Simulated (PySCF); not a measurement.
## TmF3, valence singlet (4f shell in the core): computed properties

Method: PySCF, PBE0, basis Tm lcecp-1-TZVP with ECP58, F def2-TZVP (scalar-relativistic core potentials, no spin–orbit coupling, density fitting).

The structure is a minimum.

Coordinates in bohr (charge 0 multiplicity 1):
```
Tm    0.0000    0.0000    0.0000
F    -0.0009    0.0000    3.7506
F     3.2486    0.0000   -1.8745
F    -3.2476    0.0000   -1.8761
```

```
Point group                                                                   : D3h
Bond lengths                                                                  : Tm–F 1.985 Å (×3)
Bond angles                                                                   : F–Tm–F 120.0° (×3)
Zero-point energy                                                             : 12.1 kJ/mol
Highest occupied level                                                        : -10.52 eV
Principal quadrupole moments (Buckingham, traceless) about the centre of mass : -9.09, -9.09, 18.18 D Å
Rotational constants                                                          : 0.1502, 0.1502, 0.07509 cm⁻¹
Principal polarisabilities                                                    : 18.4, 29.2, 29.2 bohr³
Enthalpy at 298.15 K above 0 K                                                : 17.01 kJ/mol
Dipole moment                                                                 : 0.00 D
Lowest empty level                                                            : -2.47 eV
Entropy at 298.15 K and 1 bar                                                 : 323.2 J/(mol K)
Heat capacity Cp at 298.15 K                                                  : 71.4 J/(mol K)
Rotational symmetry number                                                    : 6
```

Harmonic modes (masses in u: Tm 168.934, F 18.998):
```json
{"symmetry": "a2''", "ω (cm⁻¹)": "41", "IR (km/mol, summed over degenerate members)": "82.0", "μ (u)": "24.48"}
{"symmetry": "e'", "ω (cm⁻¹)": "144", "IR (km/mol, summed over degenerate members)": "36.0", "μ (u)": "20.70"}
{"symmetry": "e'", "ω (cm⁻¹)": "558", "IR (km/mol, summed over degenerate members)": "379", "μ (u)": "22.14"}
{"symmetry": "a1'", "ω (cm⁻¹)": "578", "IR (km/mol, summed over degenerate members)": "0.0", "μ (u)": "19.00"}
```

In D3h the vibrations span a2'' + 2e' + a1'. The a1' mode carries no infrared intensity, as symmetry demands.

Charges (e):
```tsv
atom	Mulliken	Löwdin	polar tensor	Mayer order to Tm1
Tm1	1.70	1.17	2.52	–
F2,3,4	-0.57	-0.39	-0.84	0.75
```

Mulliken populations on Tm1 (electrons outside its core potential): s 2.09, p 6.19, d 0.94, f 0.09.

Other isomers or separated fragments may lie lower. The 4f shell sits in the core potential, so its spin is not counted.

The final relaxation and frequency run took of the order of 100 core-seconds on a shared host.
